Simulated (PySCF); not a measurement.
# Correlation energy of Ru¹²⁺ (ruthenium, charge +12)

Starting occupation: [Ar] 3d10 4s2 4p2, 4p1/2 with m_j = -1/2, +1/2. Computed with PySCF 2.14 in an uncontracted even-tempered set (18 s from 0.5 bohr⁻², ratio 2.8; 14 p from 0.65 bohr⁻², ratio 2.8; 9 d from 1.1 bohr⁻², ratio 2.8; 4 f from 4.1 bohr⁻², ratio 3), with X2C-1e with screened-nucleus spin-orbit coupling, Gaussian nucleus. Frozen: [Ne]; 22 electrons correlated; the 80 highest virtual spinors left out.

MP2 pair energies summed by pair of shells (mhartree):

```
 pair   energy  share (%)
3d-3d  -370.64       42.3
3d-3p  -158.76       18.1
3d-4s   -57.23        6.5
3d-4p   -51.48        5.9
3p-3p   -49.40        5.6
4p-4s   -41.08        4.7
3d-3s   -40.96        4.7
4s-4s   -27.69        3.2
4p-4p   -22.58        2.6
3p-3s   -17.71        2.0
3p-4s   -15.21        1.7
3p-4p   -14.20        1.6
3s-3s    -3.55        0.4
3s-4s    -2.59        0.3
3s-4p    -2.50        0.3
```

Total MP2 correlation energy: -875.58 mhartree.

The GHF reference relaxed away from the jj start to a determinant that is no pure jj level (⟨S²⟩ = 1.50, ⟨J²⟩ = 0.25); the energies belong to that determinant.
